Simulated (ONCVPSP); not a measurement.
manganese, ONCV: configuration errors across variants

Mn, optimised norm-conserving Vanderbilt (ONCV), made with ONCVPSP 4.0.1 (PBE, fully relativistic). Core [Ar], reference 3d6 4s1. Waves: 4s: rc 2.65 bohr, ncon 4, nbas 9, qcut 2.5 1/bohr, 2 projectors, debl 1.8 Ha; p scattering state at 0.09 Ha: rc 2.45 bohr, ncon 4, nbas 9, qcut 3.3 1/bohr, 2 projectors, debl 3.4 Ha; 3d: rc 1.50 bohr, ncon 3, nbas 8, qcut 10.1 1/bohr, 2 projectors, debl 4 Ha. Local part: polynomial inside 1.20 bohr (lpopt 5, dvloc0 0 Ha). Core correction: none.

Open shells are filled in proportion to 2j + 1.

All-electron excitation energies from the reference (eV): (1) 3d5 4s2 0.359; (2) 3d5 4s1 8.775; (3) 3d5 4s0 24.374; (4) 3d5 4s1 4p1 4.216.

A true bound ghost makes a file unfit for plane-wave use even where its test errors are small: the radial tests pick states by their node count and pass the ghost by.

Errors AE − PS in meV (a dash: test not solved or not reliable):

| change | (1) | (2) | (3) | (4) | bound ghosts | GHOST(+) flags above zero |
| --- | --- | --- | --- | --- | --- | --- |
| base | -45 | -26 | +74 | -60 | s | p3/2, p1/2 |
| local potential polynomial inside 1.20 bohr (lpopt 5, dvloc0 -2.5 Ha) | -43 | -25 | +77 | -59 | s | p3/2, p1/2 |
| local potential polynomial inside 1.20 bohr (lpopt 5, dvloc0 -1 Ha) | -44 | -25 | +76 | -59 | s | p3/2, p1/2 |
| local potential polynomial inside 1.20 bohr (lpopt 5, dvloc0 1.5 Ha) | -42 | -25 | +76 | -59 | none | s, p3/2, p1/2 |
| local potential polynomial inside 1.20 bohr (lpopt 5, dvloc0 3 Ha) | -42 | -25 | +76 | -59 | none | s, p3/2, p1/2 |
| local potential polynomial inside 1.20 bohr (lpopt 5, dvloc0 5 Ha) | -43 | -25 | +76 | -60 | none | s, p3/2, p1/2 |
| local potential polynomial inside 1.20 bohr (lpopt 5, dvloc0 7 Ha) | -43 | -25 | +76 | -60 | none | s |
| local potential polynomial inside 1.20 bohr (lpopt 5, dvloc0 8 Ha) | -43 | -25 | +76 | -60 | none | s |
| local potential polynomial inside 1.20 bohr (lpopt 5, dvloc0 9.5 Ha) | -43 | -25 | +76 | -60 | none | none |

Task: Give the same row for: local potential polynomial inside 1.20 bohr (lpopt 5, dvloc0 4.5 Ha).

Result: -42, -25, +76, -60; bound ghosts: none; GHOST(+) flags above zero: s, p3/2, p1/2.
